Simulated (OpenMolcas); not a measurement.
Co III: input and output

Input:

```
&GATEWAY
Coord
1

Co 0.0 0.0 0.0
Basis=ANO-RCC-VQZP
Group=XYZ
NoMove
AngMom=0.0 0.0 0.0
AMFI
RX2C
&SEWARD
&RASSCF
FileOrb=start.orb
Symmetry=1
Spin=4
nActEl=7 0 0
Inactive=3 6
Ras2=5 0
CIRoot=10 10 1
SDav=10
CIMx=300
Iter=120 100
PrWF=0.3
OrbListing=Nothing
MaxOrb=0
Atom
>>> COPY $Project.JobIph JOB001
&RASSCF
FileOrb=start.orb
Symmetry=1
Spin=2
nActEl=7 0 0
Inactive=3 6
Ras2=5 0
CIRoot=40 40 1
SDav=40
CIMx=300
Iter=120 100
PrWF=0.3
OrbListing=Nothing
MaxOrb=0
Atom
>>> COPY $Project.JobIph JOB002
&RASSI
NrOfJobIphs=2 10 40
1 2 3 4 5 6 7 8 9 10
1 2 3 4 5 6 7 8 9 10 11 12 13 14 15 16 17 18 19 20 21 22 23 24 25 26 27
28 29 30 31 32 33 34 35 36 37 38 39 40
IphNames
JOB001
JOB002
EJob
SpinOrbit
DIPRint=1.0
SOCoupling=1000.0
Subsets=2
MEES
Property=10
'ANGMOM' 1 'ANGMOM' 2 'ANGMOM' 3 'MLTPL  1' 1 'MLTPL  1' 2 'MLTPL  1' 3
'AMFI' 1 'AMFI' 2 'AMFI' 3 'MLTPL  2' 6
SOProperty=3
'ANGMOM' 1 'ANGMOM' 2 'ANGMOM' 3
```

Launched by
```bash
OMP_NUM_THREADS=1 MOLCAS_MEM=2252 MOLCAS_PROJECT=a pymolcas a.inp > a.log  # once for each step of the input, in one work folder
```

A driver script runs the steps one by one and writes start.orb anew before each from the orbitals found so far.

Output, cut to the results:

```
--- SEWARD ---
Basis set label: CO.ANO-RCC...7S6P4D3F2G1H.

      Electronic valence basis set:
      ------------------
      Associated Effective Charge  27.000000 au
      Associated Actual Charge     27.000000 au
      Nuclear Model: Point charge

      Shell  nPrim  nBasis  Cartesian Spherical Contaminant
         s      21       7        X
         p      15       6        X
         d      10       4                 X
         f       6       3                 X
         g       4       2                 X
         h       2       1                 X
RX2C
                  Relativistic X2C integrals
                  Atomic mean-field integrals
--- RASSCF ---
Wave function specifications:
      -----------------------------

      Number of closed shell electrons          18
      Number of electrons in active shells       7
      Max number of holes in RAS1 space          0
      Max nr of electrons in RAS3 space          0
      Number of inactive orbitals                9
      Number of active orbitals                  5
      Number of secondary orbitals              81
      Spin quantum number                      1.5
      State symmetry                             1
Orbital specifications:
      -----------------------

      Symmetry species                           1   2
                                                ag  au
      Frozen orbitals                            0   0
      Inactive orbitals                          3   6
      Active orbitals                            5   0
      RAS1 orbitals                              0   0
      RAS2 orbitals                              5   0
      RAS3 orbitals                              0   0
      Secondary orbitals                        37  44
      Deleted orbitals                           0   0
      Number of basis functions                 45  50
      Number of CSFs                            10
      Number of root(s) required                10
      Iter CI   SX   CI       RASSCF       Energy    max ROT     max BLB   max BLB  Level Ln srch  Step   QN
          iter iter root      energy       change     param      element    value   shift minimum  type update
 Nr of preliminary CI iterations:   1
      Total energies have been shifted. Add                -1000.00 au
        1   1   10    0  -390.94022540    0.00E+00   1.02E-01*   6  15 1  2.23E-01*  0.00   0.00    SX    NO
        2   1   10    0  -390.98633040   -4.61E-02*  5.90E-02    6  12 2  2.19E-01*  0.00   0.00    SX    NO
        3   1    9    0  -390.99267932   -6.35E-03* -5.50E-02    5  11 2 -1.79E-01*  0.00   0.00    SX    NO
        4   1   10    0  -391.00010918   -7.43E-03*  4.87E-02    4  10 2  1.61E-01*  0.00   0.00    SX    NO
        5   1    9    0  -391.00326872   -3.16E-03* -2.10E-02    4  10 2 -1.44E-01*  0.00   0.52    LS   YES
        6   1    8    0  -391.02122047   -1.80E-02*  3.39E-03    6  12 2 -1.19E-02*  0.00   1.11    QN   YES
        7   1    7    0  -391.02141385   -1.93E-04* -2.19E-04    6  12 2  6.95E-04*  0.00   0.95    QN   YES
        8   1    6    0  -391.02141469   -8.40E-07*  8.93E-06    3  12 1  5.33E-05   0.00   0.99    QN   YES
        9   1    5    0  -391.02141469   -2.56E-09   1.11E-06    3  12 1  6.96E-06   0.00   1.07    QN   YES
      Convergence after  9 iterations
       10   1    5    0  -391.02141469   -6.12E-11   1.11E-06    3  18 2  7.02E-07   0.00   1.07    QN   YES
      Natural orbitals and occupation numbers for root  1
      sym 1:   1.865473   1.134527   1.000000   1.134527   1.865473
      Natural orbitals and occupation numbers for root  2
      sym 1:   1.041972   1.000000   1.041972   1.958028   1.958028
      Natural orbitals and occupation numbers for root  3
      sym 1:   1.081299   1.918701   1.081299   1.000000   1.918701
::    RASSCF root number  1 Total energy:  -1391.04719416
::    RASSCF root number  2 Total energy:  -1391.04719416
::    RASSCF root number  3 Total energy:  -1391.04719416
::    RASSCF root number  4 Total energy:  -1391.04719416
::    RASSCF root number  5 Total energy:  -1391.04719416
::    RASSCF root number  6 Total energy:  -1391.04719416
::    RASSCF root number  7 Total energy:  -1391.04719416
::    RASSCF root number  8 Total energy:  -1390.96126260
::    RASSCF root number  9 Total energy:  -1390.96126260
::    RASSCF root number 10 Total energy:  -1390.96126260
--- RASSCF ---
Wave function specifications:
      -----------------------------

...
--- RASSI ---
SPIN-FREE ENERGIES:
  (Shifted by EMIN (a.u.) =      -1391.0471941574)

 SF State       Relative EMIN(au)   Rel lowest level(eV)    D:o, cm**(-1)      L_eff

     1             0.0000000000        0.0000000000              0.0000         3.0
     2             0.0000000000        0.0000000000              0.0000         3.0
     3             0.0000000000        0.0000000000              0.0000         3.0
     4             0.0000000000        0.0000000000              0.0000         3.0
     5             0.0000000000        0.0000000000              0.0000         3.0
     6             0.0000000000        0.0000000000              0.0000         3.0
     7             0.0000000000        0.0000000000              0.0000         3.0
     8             0.0859315590        2.3383168418          18859.7972         1.0
     9             0.0859315590        2.3383168418          18859.7972         1.0
    10             0.0859315590        2.3383168418          18859.7972         1.0
    11             0.0864336419        2.3519792147          18969.9917         4.0
    12             0.0864336419        2.3519792147          18969.9917         4.0
    13             0.0864336419        2.3519792147          18969.9917         4.0
    14             0.0864336419        2.3519792147          18969.9917         4.0
    15             0.0864336419        2.3519792147          18969.9917         4.0
    16             0.0864336419        2.3519792147          18969.9917         4.0
    17             0.0864336419        2.3519792147          18969.9917         4.0
    18             0.0864336419        2.3519792147          18969.9917         4.0
    19             0.0864336419        2.3519792147          18969.9917         4.0
    20             0.1148941443        3.1264289388          25216.3500         4.5
    21             0.1148941443        3.1264289388          25216.3500         3.4
...
```

Levels above the lowest, from the spin-orbit matrix, grouped by J:

| Configuration | Term | J | E (cm⁻¹) | Measured (cm⁻¹) | g | Term weight % |
| --- | --- | --- | --- | --- | --- | --- |
| 3d⁷ | ⁴F | 9/2 | 0.0 | 0.0 | 1.334 | 100 |
| 3d⁷ | ⁴F | 7/2 | 821 | 841 | 1.238 | 100 |
| 3d⁷ | ⁴F | 5/2 | 1429 | 1451 | 1.029 | 100 |
| 3d⁷ | ⁴F | 3/2 | 1849 | 1867 | 0.399 | 100 |
| 3d⁷ | ⁴P | 5/2 | 19399 | 15202 | 1.600 | 100 |
| 3d⁷ | ²G | 9/2 | 19416 | 16978 | 1.109 | 98 |
| 3d⁷ | ⁴P | 3/2 | 19691 | 15428 | 1.724 | 97 |
| 3d⁷ | ⁴P | 1/2 | 20066 | 15811 | 2.649 | 99 |
| 3d⁷ | ²G | 7/2 | 20197 | 17766 | 0.889 | 100 |
| 3d⁷ | ²P | 3/2 | 25659 | 20195 | 1.284 | 86 |
| 3d⁷ | ²H | 11/2 | 25785 | 22720 | 1.091 | 100 |
| 3d⁷ | ²P | 1/2 | 26470 |  | 0.687 | 99 |
| 3d⁷ | ²H | 9/2 | 26472 | 23434 | 0.912 | 99 |
| 3d⁷ | ²D(1) | 5/2 | 27933 | 23059 | 1.201 | 100 |
| 3d⁷ | ²D(1) | 3/2 | 29134 | 24237 | 0.860 | 89 |
| 3d⁷ | ²F | 5/2 | 44592 | 37021 | 0.857 | 100 |
| 3d⁷ | ²F | 7/2 | 44933 | 37316 | 1.143 | 100 |
| 3d⁷ | ²D(2) | 3/2 | 69607 |  | 0.800 | 100 |
| 3d⁷ | ²D(2) | 5/2 | 70000 |  | 1.200 | 100 |

Against the 15 measured excited levels shown (Sugar and Corliss, J. Phys. Chem. Ref. Data 10, 1097 (1981)) the mean absolute deviation is 3600 cm-1; the largest miss in energy is 3d⁷ ²F_7/2: computed 44933, measured 37316 cm⁻¹ (+20.4 %), and the largest in proportion 3d⁷ ⁴P_3/2 (+27.6 %).

Without dynamic correlation excited terms often stand tens of per cent too high (terms of higher spin than the ground term too low), and those without a measured partner can miss by more than the paired ones. Measured partners are found by configuration, term and J. A level has none where our copy of the source lacks it or the pairing is in doubt (some pairs that miss far off the trend of their configuration count as doubtful), and it then counts in no deviation. Levels of configurations outside the active space are missing.

The RASSCF and RASSI steps took 13 s on 1 thread of Arm Neoverse V1 (shared host); the integral step is not counted.

The term weight is that of the spin-free term in the level, not the purity of its configuration. A number in round brackets counts repeated terms of one configuration in the order of the reference energies.
